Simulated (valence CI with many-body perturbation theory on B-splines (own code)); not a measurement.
# Sb29+: M1 decay

Computed by relativistic CI+MBPT: four valence electrons over a frozen Dirac-Fock core [Ar], radial functions for each j: 7 s, 7 p, 8 d, 6 f, 4 g, 1 h, with the one-electron correlation potential Σ1, the two-electron term Σ2, the three-electron term Σ3, Breit, model QED; selected CI, second order for the rest, scaled by the run's own slope (own B-spline code, finite nucleus).

No measured spectrum was set against this ion. As an estimate, large intervals hold to a few tenths of a per cent, small ones and those within an open d or f shell to about a per cent. Only levels of the ground parity were solved; by the run's estimate the other parity begins above the list, which can be wrong where configurations are misplaced.

Lines 1 to 50 of 120 in falling wavelength, among levels below 675330 cm⁻¹, chosen from the decays that carry over 1 % of a level's rate. Wavelengths and rates use the calculated energies. Weak lines are less certain than strong ones. Lines between different terms over intervals too small for the method are left out, as are lines whose strength nearly cancels. Branching is blank where the lifetime is uncertain.

Levels are named by their leading jj configuration (3d3/2^4 stands for four electrons in 3d with j = 3/2), which in mixed levels can hold well under half, so a name can repeat and another be missing. Letters in brackets count levels of one name in rising energy.

| λ vac (nm) | Upper | Lower | Type | A (s⁻¹) | Branch % |
| --- | --- | --- | --- | --- | --- |
| 4707 | (3d3/2^3 3d5/2) J=4 | (3d3/2^3 3d5/2) J=3 | M1 | 1.45e-01 | 99.9 |
| 728.9 | (3d3/2^2 3d5/2^2) J=6 | (3d3/2^2 3d5/2^2) J=5 | M1 | 2.73e+01 | 99.7 |
| 472.4 | (3d3/2^3 3d5/2) J=3 | (3d3/2^3 3d5/2) J=2 | M1 | 3.32e+02 | 100.0 |
| 306.6 | (3d3/2^2 3d5/2^2) J=4 [b] | (3d3/2^2 3d5/2^2) J=5 | M1 | 4.65e+01 | 1.7 |
| 300.1 | (3d3/2^2 3d5/2^2) J=2 [b] | (3d3/2^2 3d5/2^2) J=1 | M1 | 3.90e+02 | 10.0 |
| 283.1 | (3d3/2^2 3d5/2^2) J=5 | (3d3/2^2 3d5/2^2) J=4 [a] | M1 | 5.89e+02 | 12.9 |
| 281.8 | (3d3/2^3 3d5/2) J=2 | (3d3/2^3 3d5/2) J=1 | M1 | 1.85e+03 | 100.0 |
| 279.3 | (3d3/2^2 3d5/2^2) J=2 [d] | (3d3/2 3d5/2^3) J=1 [a] | M1 | 3.30e+02 | 1.4 |
| 215.2 | (3d3/2^2 3d5/2^2) J=4 [b] | (3d3/2^2 3d5/2^2) J=3 [a] | M1 | 1.26e+03 | 45.9 |
| 199.4 | (3d3/2^2 3d5/2^2) J=2 [b] | (3d3/2^2 3d5/2^2) J=2 [a] | M1 | 6.87e+02 | 17.6 |
| 198.5 | (3d3/2 3d5/2^3) J=3 [a] | (3d3/2^2 3d5/2^2) J=4 [b] | M1 | 5.65e+02 | 1.7 |
| 198.1 | (3d3/2^2 3d5/2^2) J=4 [c] | (3d3/2 3d5/2^3) J=3 [a] | M1 | 1.88e+02 |  |
| 197.6 | (3d3/2^2 3d5/2^2) J=1 | (3d3/2^2 3d5/2^2) J=0 [a] | M1 | 2.10e+03 | 8.8 |
| 189.4 | (3d3/2^2 3d5/2^2) J=2 [b] | (3d3/2^2 3d5/2^2) J=3 [a] | M1 | 4.73e+01 | 1.2 |
| 188.5 | (3d3/2 3d5/2^3) J=3 [c] | (3d3/2^2 3d5/2^2) J=2 [e] | M1 | 1.16e+03 |  |
| 187.3 | (3d3/2^3 3d5/2) J=1 | (3d3/2^4) J=0 | M1 | 5.18e+03 | 100.0 |
| 176.1 | (3d3/2^2 3d5/2^2) J=4 [a] | (3d3/2^3 3d5/2) J=4 | M1 | 5.62e+03 | 81.1 |
| 170.9 | (3d3/2^2 3d5/2^2) J=3 [b] | (3d3/2^2 3d5/2^2) J=3 [a] | M1 | 1.09e+02 |  |
| 169.8 | (3d3/2^2 3d5/2^2) J=4 [a] | (3d3/2^3 3d5/2) J=3 | M1 | 1.31e+03 | 18.9 |
| 166.5 | (3d3/2 3d5/2^3) J=4 [a] | (3d3/2^2 3d5/2^2) J=5 | M1 | 1.18e+03 | 4.4 |
| 164.6 | (3d3/2^2 3d5/2^2) J=2 [d] | (3d3/2 3d5/2^3) J=3 [a] | M1 | 3.31e+02 | 1.4 |
| 147.2 | (3d3/2^2 3d5/2^2) J=4 [b] | (3d3/2^2 3d5/2^2) J=4 [a] | M1 | 7.32e+02 | 26.6 |
| 146.3 | (3d3/2 3d5/2^3) J=5 | (3d3/2^2 3d5/2^2) J=4 [b] | M1 | 4.55e+03 | 31.6 |
| 144.9 | (3d3/2 3d5/2^3) J=1 [a] | (3d3/2^2 3d5/2^2) J=2 [b] | M1 | 2.68e+03 | 5.8 |
| 136.4 | (3d3/2 3d5/2^3) J=3 [b] | (3d3/2^2 3d5/2^2) J=2 [c] | M1 | 4.66e+02 |  |
| 136.3 | (3d3/2^2 3d5/2^2) J=4 [c] | (3d3/2 3d5/2^3) J=4 [a] | M1 | 1.97e+03 |  |
| 135.3 | (3d3/2 3d5/2^3) J=4 [a] | (3d3/2^2 3d5/2^2) J=3 [a] | M1 | 1.44e+03 | 5.3 |
| 130.9 | (3d3/2 3d5/2^3) J=3 [b] | (3d3/2 3d5/2^3) J=3 [a] | M1 | 1.91e+03 |  |
| 128.9 | (3d3/2 3d5/2^3) J=3 [c] | (3d3/2^2 3d5/2^2) J=2 [d] | M1 | 1.00e+03 |  |
| 127.8 | (3d3/2^2 3d5/2^2) J=3 [a] | (3d3/2^3 3d5/2) J=4 | M1 | 3.63e+02 | 3.1 |
| 127.7 | (3d5/2^4) J=4 | (3d3/2^2 3d5/2^2) J=4 [c] | M1 | 7.32e+02 | 1.3 |
| 124.4 | (3d3/2^2 3d5/2^2) J=3 [a] | (3d3/2^3 3d5/2) J=3 | M1 | 6.56e+03 | 55.4 |
| 124.3 | (3d3/2^2 3d5/2^2) J=2 [c] | (3d3/2^2 3d5/2^2) J=1 | M1 | 1.16e+03 | 3.6 |
| 121.7 | (3d3/2^2 3d5/2^2) J=2 [e] | (3d3/2^2 3d5/2^2) J=2 [c] | M1 | 4.86e+03 | 20.7 |
| 121.4 | (3d3/2 3d5/2^3) J=1 [b] | (3d3/2^2 3d5/2^2) J=2 [d] | M1 | 5.18e+03 | 13.9 |
| 114.6 | (3d3/2 3d5/2^3) J=5 | (3d3/2^2 3d5/2^2) J=6 | M1 | 3.13e+03 | 21.7 |
| 113.8 | (3d3/2 3d5/2^3) J=3 [c] | (3d3/2^2 3d5/2^2) J=4 [c] | M1 | 5.85e+03 |  |
| 112.6 | (3d3/2^2 3d5/2^2) J=4 [c] | (3d3/2^2 3d5/2^2) J=3 [b] | M1 | 1.56e+03 |  |
| 108.6 | (3d3/2^2 3d5/2^2) J=5 | (3d3/2^3 3d5/2) J=4 | M1 | 3.97e+03 | 87.1 |
| 106.2 | (3d3/2 3d5/2^3) J=3 [a] | (3d3/2^2 3d5/2^2) J=2 [a] | M1 | 1.20e+04 | 35.4 |
| 104.8 | (3d3/2 3d5/2^3) J=4 [a] | (3d3/2^2 3d5/2^2) J=4 [a] | M1 | 1.81e+04 | 67.2 |
| 103.4 | (3d3/2 3d5/2^3) J=6 | (3d3/2^2 3d5/2^2) J=6 | M1 | 6.52e+03 | 45.6 |
| 103.3 | (3d3/2 3d5/2^3) J=3 [a] | (3d3/2^2 3d5/2^2) J=3 [a] | M1 | 1.12e+04 | 33.2 |
| 102.8 | (3d3/2^2 3d5/2^2) J=2 [c] | (3d3/2^2 3d5/2^2) J=2 [a] | M1 | 3.00e+03 | 9.2 |
| 100.9 | (3d3/2^2 3d5/2^2) J=2 [d] | (3d3/2^2 3d5/2^2) J=3 [b] | M1 | 6.56e+03 | 28.1 |
| 100.0 | (3d3/2^2 3d5/2^2) J=2 [c] | (3d3/2^2 3d5/2^2) J=3 [a] | M1 | 3.53e+02 | 1.1 |
| 99.06 | (3d3/2 3d5/2^3) J=5 | (3d3/2^2 3d5/2^2) J=5 | M1 | 4.60e+03 | 32.0 |
| 98.47 | (3d3/2^2 3d5/2^2) J=3 [a] | (3d3/2^3 3d5/2) J=2 | M1 | 4.85e+03 | 41.0 |
| 97.74 | (3d3/2 3d5/2^3) J=1 [a] | (3d3/2^2 3d5/2^2) J=1 | M1 | 8.55e+03 | 18.5 |
| 95.97 | (3d3/2^2 3d5/2^2) J=2 [a] | (3d3/2^3 3d5/2) J=2 | M1 | 6.40e+03 | 32.9 |
